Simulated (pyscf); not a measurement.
PySCF, gas phase, ωB97X-D3(BJ)/def2-SVP geometries. Correlated levels are frozen-core, on RHF or UHF. ΔMP2 is the change of the MP2 total energy from the triple- to the quadruple-zeta basis.

**Question.** How much does it cost (ΔH, 298 K, CCSD(T)/def2-TZVPP + ΔMP2(QZVPP)) to split `[NH]=[N][SiH2][SiH3]` at its N–Si bond into •N=NH + •H₂Si–SiH₃?

**Answer.** N–Si to •N=NH + •H₂Si–SiH₃: 185.9 kJ/mol. The radicals are drawn with the spin at the cut bond; how far it spreads was not checked. Other isomers of •H₂Si–SiH₃ were not searched in full and may lie lower. The CCSD(T) − MP2 part came from Ansatz, without density fitting, on the same reference. A UHF reference is spin-contaminated (<S²> up to 0.87), which harms MP2 most.
